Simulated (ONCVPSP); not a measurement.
What one change does to a pseudopotential (Ta (Z = 73), ONCV)

* Element: tantalum (Ta)
* Generator: ONCVPSP 4.0.1
* Type: optimised norm-conserving Vanderbilt (ONCV)
* Functional: PBE
* Relativity: fully relativistic
* Frozen core: [Kr] 4d10 4f14
* Valence charge: 13
* Reference configuration: 5s2 5p6 5d3 6s1 6p1
* Partial waves: 5s+6s: rc 1.85 bohr, ncon 3, nbas 8, qcut 7 1/bohr, 2 projectors; 5p+6p: rc 1.95 bohr, ncon 4, nbas 8, qcut 7.2 1/bohr, 2 projectors; 5d: rc 3.00 bohr, ncon 4, nbas 9, qcut 6.4 1/bohr, 2 projectors, debl 1.3 Ha
* Local potential: polynomial inside 1.50 bohr (lpopt 2, dvloc0 3 Ha)
* Core correction: Teter function, fcfact 4.25, rcfact 1.25

Open shells are filled in proportion to 2j + 1.

Change: s: qcut 7.4.

Cutoffs: the cutoffs (Ha) at which the residual kinetic energy of the hardest occupied pseudo-wave falls to 1 and 0.1 mHa per electron; they do not see the model core or the augmentation charge, which bear on the density cutoff. Errors are all-electron minus pseudo energies relative to the spin-unpolarised reference configuration.

**Question.** Predict the effect on cutoff, ghosts and configuration errors.

**Answer.** The potential gets harder (16 Ha and 19 Ha → 17 Ha and 21 Ha); the errors of the 4 common tests hardly move; neither file shows a bound ghost. The waves are optimised to have the least kinetic energy above qcut, so the cutoff follows it (qcut²/2 in Ha).

| quantity | base | changed |
| --- | --- | --- |
| cutoff, loose | 16 Ha | 17 Ha |
| cutoff, tight | 19 Ha | 21 Ha |
| loose cutoff by channel | s 16 Ha, p 12 Ha, d 11 Ha | s 17 Ha, p 12 Ha, d 11 Ha |
| bound ghosts | none | none |
| GHOST(+) flags under 300 eV | none | none |
| error for 5s2 5p6 5d3 6s2 6p0, meV [ΔE -4.15 eV] | +0.3 | +0.4 |
| error for 5s2 5p6 5d3 6s1 6p0, meV [ΔE 4.33 eV] | +1.1 | +1.1 |
| error for 5s2 5p6 5d3 6s0 6p0, meV [ΔE 19.30 eV] | +8.1 | +8.5 |
| error for 5s2 5p6 5d2 6s2 6p1, meV [ΔE -1.20 eV] | +6.9 | +7.5 |
| s: phases at 1.88 bohr within 0.05 rad from the reference energy up to (Ha; the scan ends near 5) | to the end of the scan | to the end of the scan |
| p3/2: phases at 1.98 bohr within 0.05 rad from the reference energy up to (Ha; the scan ends near 5) | to the end of the scan | to the end of the scan |
| p1/2: phases at 1.98 bohr within 0.05 rad from the reference energy up to (Ha; the scan ends near 5) | to the end of the scan | to the end of the scan |
| d5/2: phases at 3.05 bohr within 0.05 rad from the reference energy up to (Ha; the scan ends near 5) | 3.6 | 3.6 |
| d3/2: phases at 3.05 bohr within 0.05 rad from the reference energy up to (Ha; the scan ends near 5) | 3.5 | 3.5 |
| rms error of d²Exc/dni dnj with the model core, mHa | 4.11 | 4.14 |
